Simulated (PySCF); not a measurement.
Working out the ionisation energy of Ne²⁺

Ne²⁺ [He] 2s2 2p4 (3P) → Ne³⁺ [He] 2s2 2p3 (4S). Calculation: PySCF 2.14, in ANO-RCC-VTZP (4s3p2d1f, 30 functions); the spin-free X2C one-electron Hamiltonian (Gaussian nucleus). Frozen: nothing. Energies in hartree (1 hartree = 27.21139 eV):

```tsv
part	Ne²⁺ (lower)	Ne³⁺ (upper)
UHF	-126.519018	-124.246121
CCSD correlation	-0.169208	-0.123814
(T)	-0.001554	-0.000949
```

Problem. What does Hartree-Fock give?

Solution. (-124.246121) − (-126.519018) = 2.272897 hartree = 61.849 eV.

Problem. What do CCSD and CCSD(T) give?

Solution. The CCSD correlation energies differ by 0.045394 hartree = 1.235 eV and the triples by 0.000605 hartree = 0.016 eV, so CCSD gives 63.084 eV and CCSD(T) 63.100 eV.

A first-order spin-orbit estimate adds 0.038 eV to CCSD(T) (valence and next inner shell), giving 63.138 eV against 63.423 eV (measured; NIST Atomic Spectra Database, ionization energies).

What remains against the reference includes basis incompleteness and higher excitations.
